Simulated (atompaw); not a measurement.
What one change does to a pseudopotential (hafnium, PAW (atompaw))

- Element: hafnium
- Generator: atompaw 4.2.0.5
- Type: PAW
- Functional: PBE
- Relativity: scalar-relativistic
- Frozen core: [Kr] 4d10 4f14
- Valence charge: 12
- Reference configuration: 5s2 5p6 5d2 6s2 6p0
- Partial waves: 5s (bound): rc 1.60 bohr; 6s (bound): rc 2.95 bohr; 5p (bound): rc 2.20 bohr; 6p (bound, empty): rc 2.20 bohr; 5d (bound): rc 2.90 bohr; 5d channel at 4.2 Ry: rc 2.95 bohr; 5f channel at 0.35 Ry: rc 2.95 bohr; 5f channel at 1.65 Ry: rc 2.95 bohr
- Local potential: troulliermartins scheme with l = 4 at 0 Ry, radius 2.15 bohr
- Core correction: smooth core density matched at 1.50 bohr
- Augmentation charge: sinc compensation charge, radius 2.90 bohr; PAW radius 2.95 bohr; waves and projectors: custom rrkj vanderbiltortho

Change: all radii scaled by about 1.30 (s 2.08, p 2.86, d 3.76, f 3.82 bohr); local potential troulliermartins scheme with l = 4 at 0 Ry, radius 2.78 bohr; augmentation sinc compensation charge, radius 3.76 bohr; PAW radius 3.82 bohr; waves and projectors: custom rrkj vanderbiltortho; core correction smooth core density matched at 1.94 bohr.

Cutoffs: the cutoffs (Ry, on a coarse ladder) from which the occupation-weighted sum of valence levels, in a spherical-Bessel basis at the reference potential, stays within 10 and 1 mRy of its value at 400 Ry; they do not see the model core or the augmentation charge, which bear on the density cutoff.

What does the change do?

The potential gets softer (21 Ry and 30 Ry → 12 Ry and 21 Ry); neither file shows a bound ghost. A larger radius leaves more room for a smooth pseudo-wave, so fewer plane waves are needed.

```tsv
quantity	base	changed
cutoff, loose	21 Ry	12 Ry
cutoff, tight	30 Ry	21 Ry
loose cutoff by channel (10 mRy a level)	s 18 Ry, p 15 Ry, d 10 Ry	s 12 Ry, p 8 Ry, d 6 Ry
bound ghosts	none	none
lowest overlap eigenvalue by channel	s 0.29, p 0.02, d 0.75, f 1.00	s 0.28, p 0.71, d 0.36, f 0.97
```

 The cutoffs see the waves, projectors and local potential, not the compensation charge or the core.
